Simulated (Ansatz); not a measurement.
```yaml
crystal:
  periodic: [false, false, false]
  atoms:
    - {symbol: C, position_ang: [2.464645, 0.828870, 0.282914]}
    - {symbol: C, position_ang: [1.952343, -0.393642, -0.468763]}
    - {symbol: N, position_ang: [0.579798, -0.747454, -0.193107]}
    - {symbol: C, position_ang: [0.162251, -1.170148, 1.074837]}
    - {symbol: C, position_ang: [-1.134186, -0.857222, 1.238255]}
    - {symbol: N, position_ang: [-1.601538, -0.225354, 0.079221]}
    - {symbol: C, position_ang: [-2.658354, 0.744736, 0.112738]}
    - {symbol: C, position_ang: [-0.471239, 0.053698, -0.776952]}
    - {symbol: H, position_ang: [3.516766, 1.029971, 0.029912]}
    - {symbol: H, position_ang: [2.396041, 0.679054, 1.371446]}
    - {symbol: H, position_ang: [1.884121, 1.730383, 0.033002]}
    - {symbol: H, position_ang: [2.033359, -0.241587, -1.556897]}
    - {symbol: H, position_ang: [2.582232, -1.268977, -0.237325]}
    - {symbol: H, position_ang: [0.808070, -1.778801, 1.705183]}
    - {symbol: H, position_ang: [-1.816881, -1.145037, 2.035499]}
    - {symbol: H, position_ang: [-2.999899, 0.944802, -0.913236]}
    - {symbol: H, position_ang: [-2.350230, 1.708043, 0.571501]}
    - {symbol: H, position_ang: [-3.513624, 0.350975, 0.681320]}
    - {symbol: H, position_ang: [-0.223098, 1.144072, -0.782467]}
    - {symbol: O, position_ang: [-0.700326, -0.221433, -2.121331]}
    - {symbol: H, position_ang: [-0.910251, -1.164939, -2.165752]}
basis:
  gaussian: {orbitals: 6-31G, nuclear_model: gaussian}
magnetization: {spin_polarized: true, initial_magnetization: 0}
hamiltonian: {xc: {name: wB97X-D}, dispersion: d3bj}
scf: {lower_state_search: full}
output: {forces: true}
```

```sh
$ ansatz run in.yaml --threads 4 --pin off --events-out ev --progress --plain --max-ram 8704MiB
```

Output, abridged:

```
Error: YAML parse error: error: line 28 column 19: hamiltonian.xc: no functional is named "wB97X-D"; the names, which are not case-sensitive, are SVWN5, SPW92, PBE, PBE0, PBEsol, revPBE, revPBE0, RPBE, rPW86-PBE, HSE06, wPBEh, LC-wPBE, HISS, HF, BLYP, B3LYP, B3LYP5, BHLYP, CAM-B3LYP, r2SCAN, r2SCANh, r2SCAN0, r2SCAN50, m-r2SCAN, B97, wB97, wB97X, wB97X-V, B97M-V, wB97M-V, B2PLYP, B2GP-PLYP, PBE0-DH, PBE-QIDH
  --> <input>:28:19
   |
26 |   gaussian: {orbitals: 6-31G, nuclear_model: gaussian}
27 | magnetization: {spin_polarized: true, initial_magnetization: 0}
28 | hamiltonian: {xc: {name: wB97X-D}, dispersion: d3bj}
   |                   ^ hamiltonian.xc: no functional is named "wB97X-D"; the names, which are not case-sensitive, are SVWN5, SPW92, PBE, PBE0, PBEsol, revPBE, revPBE0, RPBE, rPW86-PBE, HSE06, wPBEh, LC-wPBE, HISS, HF, BLYP, B3LYP, B3LYP5, BHLYP, CAM-B3LYP, r2SCAN, r2SCANh, r2SCAN0, r2SCAN50, m-r2SCAN, B97, wB97, wB97X, wB97X-V, B97M-V, wB97M-V, B2PLYP, B2GP-PLYP, PBE0-DH, PBE-QIDH
29 | scf: {lower_state_search: full}
30 | output: {forces: true}
   |
```

(1) What is wrong with this run?

## Answers

(1) The method's name isn't one that the program takes here. The input was rejected before any iteration.
